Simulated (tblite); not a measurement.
Compound: C5H6F2O.
SMILES with atom numbers: `[F:1][C:2]1=[CH:3][C@H:4]([F:5])[CH2:6][O:7][CH2:8]1` (hydrogens: H9 on C3; H10 on C4; H11, H12 on C6; H13, H14 on C8)

A start from a force field or distance geometry was refined with GFN2-xTB geometry optimisation, gas phase in tblite. Values at the start:

```csv
coordinate,start
F1–C2,1.339 Å
C2=C3,1.319 Å
C2–C8,1.502 Å
C3–C4,1.499 Å
C3–H9,1.073 Å
C4–F5,1.402 Å
C4–C6,1.499 Å
C4–H10,1.108 Å
C6–O7,1.370 Å
C6–H11,1.129 Å
C6–H12,1.114 Å
O7–C8,1.367 Å
C8–H13,1.109 Å
C8–H14,1.114 Å
F1–C2–C3,122.6°
F1–C2–C8,120.3°
C2–C3–C4,118.3°
C3–C2–C8,117.1°
C3–C4–F5,106.9°
C3–C4–C6,106.1°
C4–C6–O7,116.7°
C6–O7–C8,118.7°
```

Question: How do these coordinates change at the GFN2-xTB level?

Answer: 
```csv
coordinate,GFN2-xTB (Å or °),change
O7–C8,1.408,+0.041
C6–H11,1.091,-0.038
C4–C6,1.536,+0.037
C6–O7,1.406,+0.036
C4–F5,1.380,-0.022
C6–H12,1.099,-0.015
C8–H13,1.094,-0.015
C8–H14,1.104,-0.010
C4–H10,1.099,-0.009
F1–C2,1.347,+0.008
C3–H9,1.078,+0.005
C2=C3,1.322,+0.003
C2–C8,1.499,-0.003
C3–C4,1.499,0.000
C3–C2–C8,124.4,+7.3
F1–C2–C8,114.1,-6.2
C4–C6–O7,110.6,-6.1
C6–O7–C8,113.0,-5.7
C3–C4–C6,110.0,+3.9
C3–C4–F5,109.8,+2.9
F1–C2–C3,121.5,-1.1
C2–C3–C4,119.3,+1.0
```

The energy falls by 41.1 kJ/mol over 94 L-BFGS steps, the largest force on an atom goes from 2.37 to 0.008 eV/Å, and the atoms move by 0.922 Å rms after alignment. The bond that changes most is O7–C8 (cyclic ether oxygen to sp3 carbon bound to oxygen), which lengthens by 0.041 Å. Bonds longer at the end by more than 0.005 Å: 4 of 14; shorter: 6. Among the dihedrals that turn most is F5–C4–C6–O7, from -66° to -171°. Rotational constants go from 3317, 1820, 1458 to 3237, 1718, 1184 MHz.

Its GFN2-xTB frequencies are all real (lowest 93 cm⁻¹). One conformer, not necessarily the lowest.

All values are computed, not measured.
